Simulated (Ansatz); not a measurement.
Relative stability

The two ends of one reaction step of BH₃BrClO₂, singlet (PBE0-D4/def2-TZVP).

A:

B1  (0.011, -0.885, -0.222)
Cl2  (0.540, 0.326, -1.446)
O3  (0.902, -1.410, 0.638)
O4  (-1.275, -1.273, -0.167)
H5  (0.113, 2.215, 0.150)
Br6  (-0.243, 2.945, 1.323)
H7  (1.793, -1.073, 0.534)
H8  (-1.842, -0.844, -0.810)
(Å)

B:

B1  (-0.266, -0.640, 0.596)
Cl2  (1.022, 1.670, -2.441)
O3  (0.842, -1.363, 0.819)
O4  (-1.341, -1.211, 0.030)
H5  (0.582, 1.772, -1.236)
Br6  (-0.319, 1.263, 1.112)
H7  (1.563, -0.873, 1.219)
H8  (-2.084, -0.619, -0.099)
(Å)

Computed with Ansatz 0.2.0 (basis: def2-TZVPP); correlated methods freeze the cores. Filled d shells of the heavier atoms are correlated. The def2 sets are not built for correlating such inner shells, so the correlated values are less sure here. B3LYP uses VWN-RPA correlation.

Task: Which structure is lower at CCSD(T), and by how much? (Judge from chemistry; the value comes from the calculation.)

Result: Computed: A, by 0.062 eV (electronic energy, against the other). By their contacts, A is a complex of BH₂ClO₂ ([OH][B]([OH])[Cl]) + HBr and B is a complex of BH₂BrO₂ ([OH][B]([OH])[Br]) + HCl.

All methods give the same order:

```csv
method,E(B) − E(A) (eV)
SPW92,0.074
PBE-D4,0.064
BLYP-D4,0.081
r2SCAN-D4,0.078
B97M-V,0.111
PBE0-D4,0.069
B3LYP-D4,0.084
r2SCAN0-D4,0.078
BHLYP-D4,0.089
CAM-B3LYP-D4,0.100
wB97X-V,0.085
wB97M-V,0.082
B2PLYP,0.081
PBE-QIDH,0.065
RPA on PBE,0.061
HF,0.112
MP2,0.045
CCSD,0.068
CCSD(T),0.062
```

T1 diagnostic: at most 0.010.

Labels in which every atom is bracketed show which atoms are joined, not bond orders.

For scale, one of the runs: CCSD(T)/def2-TZVPP, 225 basis functions, launched by `ansatz run in.yaml --threads 8 --pin off --events-out ev --progress --plain --max-ram 19148MiB`. Time: 19 s of wall clock on 8 CPU threads of an Intel Xeon 6975P-C; the host was shared. Peak host memory: 4.2 GiB.
